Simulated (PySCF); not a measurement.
**Relaxation of singlet NiH₄**

These are results of PySCF, PBE0, basis Ni def2-TZVP, H def2-TZVP (no relativity, density fitting), not measurements. A (50,194) grid was used.

A start displaced from a saddle point along its imaginary mode, of C2 symmetry, held to at least that symmetry:

```xyz
5
charge 0 multiplicity 1, angstrom
Ni    0.0000    0.0000   -0.0486
H     0.0332    1.5183   -0.0248
H    -0.0332   -1.5183   -0.0248
H     0.4205    0.1200    1.4226
H    -0.4205   -0.1200    1.4226
```

Q: What forces act on the atoms at the start (eV/Å)?

A: 
| atom | Fx | Fy | Fz |
| --- | --- | --- | --- |
| Ni1 | 0.00 | 0.00 | 0.19 |
| H2 | 0.06 | -0.02 | 0.02 |
| H3 | -0.06 | 0.02 | 0.02 |
| H4 | -0.50 | 0.09 | -0.11 |
| H5 | 0.50 | -0.09 | -0.11 |

Q: What does it relax to?

A: It ends at D2d with H–H 0.850 Å (×2), Ni–H 1.555 Å (×4); H–H–Ni 74.1° (×4), H–Ni–H 31.7° (×2), H–Ni–H 157.7° (×4) (after a last refinement on a finer grid). A frequency run shows a minimum.

Q: How much energy is released, and in how many steps?

A: 127.9 kJ/mol in 32 steps.

The relaxation took of the order of 80 core-seconds on a shared host.
